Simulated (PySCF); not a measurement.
# `FC(F)=C(F)PC1CC1`: 4 charge schemes on one density

C₅H₆F₃P.
Z-matrix (Å and degrees, GFN2-xTB geometry), rows numbered from 1:
```
F 
C   1  1.3250
F   2  1.3300  1  110.56
C   2  1.3272  1  126.85  3   179.13
F   4  1.3473  2  118.66  1     0.92
P   4  1.8368  2  127.49  1   176.67
C   6  1.8394  4   95.93  2   114.41
C   7  1.5013  6  120.97  4   -68.41
C   8  1.4947  7   60.14  6  -108.47
H   6  1.3970  4   93.47  2    17.71
H   7  1.0851  6  112.34  4    78.14
H   8  1.0811  7  118.54  9   107.64
H   8  1.0795  7  117.99  9  -108.81
H   9  1.0793  7  118.02  8   108.85
H   9  1.0804  7  118.38  8  -107.68
```

Density: PBE0/pcSseg-1 (PySCF); schemes: Mulliken, IAO, Hirshfeld and ESP-fitted. Isolated species at its GFN2-xTB geometry (one conformer only).

Do the Mulliken, IAO, Hirshfeld and ESP-fitted schemes agree on where the charge is lowest?

The schemes don't all agree: Mulliken C7 (-0.504); IAO C7 (-0.325); Hirshfeld C7 (-0.090); ESP-fitted C8 (-0.418).

For which atoms does the sign change between the 4 schemes (beyond +0.03 e in one, beyond −0.03 e in another)?

P6.

Do the Mulliken, IAO, Hirshfeld and ESP-fitted schemes agree on where the charge is highest?

All schemes agree: Mulliken C2 (+0.552); IAO C2 (+0.496); Hirshfeld C2 (+0.139); ESP-fitted C2 (+0.356).

What partial charge does each atom carry?

In e:

```json
{"atom": "F1", "environment": "vinyl fluorine", "Mulliken": "-0.234", "IAO": "-0.232", "Hirshfeld": "-0.067", "ESP-fitted": "-0.147"}
{"atom": "C2", "environment": "=CF2 carbon", "Mulliken": "+0.552", "IAO": "+0.496", "Hirshfeld": "+0.139", "ESP-fitted": "+0.356"}
{"atom": "F3", "environment": "vinyl fluorine", "Mulliken": "-0.248", "IAO": "-0.248", "Hirshfeld": "-0.065", "ESP-fitted": "-0.155"}
{"atom": "C4", "environment": "vinylic C–F carbon", "Mulliken": "-0.088", "IAO": "-0.008", "Hirshfeld": "-0.018", "ESP-fitted": "+0.026"}
{"atom": "F5", "environment": "vinyl fluorine", "Mulliken": "-0.270", "IAO": "-0.261", "Hirshfeld": "-0.085", "ESP-fitted": "-0.126"}
{"atom": "P6", "environment": "phosphine phosphorus", "Mulliken": "+0.394", "IAO": "+0.399", "Hirshfeld": "+0.126", "ESP-fitted": "-0.217"}
{"atom": "C7", "environment": "sp3 carbon bound to phosphorus", "Mulliken": "-0.504", "IAO": "-0.325", "Hirshfeld": "-0.090", "ESP-fitted": "-0.069"}
{"atom": "C8", "environment": "three-membered-ring carbon", "Mulliken": "-0.185", "IAO": "-0.288", "Hirshfeld": "-0.089", "ESP-fitted": "-0.418"}
{"atom": "C9", "environment": "three-membered-ring carbon", "Mulliken": "-0.192", "IAO": "-0.282", "Hirshfeld": "-0.085", "ESP-fitted": "-0.202"}
{"atom": "H10", "environment": "P–H hydrogen", "Mulliken": "+0.058", "IAO": "-0.019", "Hirshfeld": "-0.007", "ESP-fitted": "+0.171"}
{"atom": "H11", "environment": "methine hydrogen", "Mulliken": "+0.168", "IAO": "+0.163", "Hirshfeld": "+0.049", "ESP-fitted": "+0.184"}
{"atom": "H12", "environment": "methylene hydrogen", "Mulliken": "+0.140", "IAO": "+0.148", "Hirshfeld": "+0.043", "ESP-fitted": "+0.153"}
{"atom": "H13", "environment": "methylene hydrogen", "Mulliken": "+0.138", "IAO": "+0.155", "Hirshfeld": "+0.052", "ESP-fitted": "+0.183"}
{"atom": "H14", "environment": "methylene hydrogen", "Mulliken": "+0.138", "IAO": "+0.155", "Hirshfeld": "+0.052", "ESP-fitted": "+0.116"}
{"atom": "H15", "environment": "methylene hydrogen", "Mulliken": "+0.134", "IAO": "+0.147", "Hirshfeld": "+0.047", "ESP-fitted": "+0.145"}
```

Mean size of the charges over all atoms: Mulliken 0.230 e, IAO 0.222 e, ESP-fitted 0.178 e, Hirshfeld 0.068 e. Each set sums to the total charge, 0, to within 0.001 e. The ESP scheme fits charges at the nuclei, held to the total charge, to the electrostatic potential on points at 1.4 to 2.0 times the van der Waals radii.

Sum the charges by element, for elements with more than one atom.

```csv
element,atoms,Mulliken,IAO,Hirshfeld,ESP-fitted
F,3,-0.753,-0.742,-0.217,-0.428
C,5,-0.417,-0.407,-0.145,-0.306
H,6,+0.776,+0.750,+0.236,+0.951
```

How closely do the schemes follow one another over all atoms?

Correlation coefficient and root-mean-square difference: IAO with Hirshfeld 1.00, 0.179 e; Mulliken with IAO 0.97, 0.067 e; Mulliken with Hirshfeld 0.96, 0.197 e; IAO with ESP-fitted 0.66, 0.194 e; Hirshfeld with ESP-fitted 0.65, 0.163 e; Mulliken with ESP-fitted 0.60, 0.219 e.

How many electrons does the IAO scheme count on F1?

Z − q = 9 − (-0.232) = 9.232.
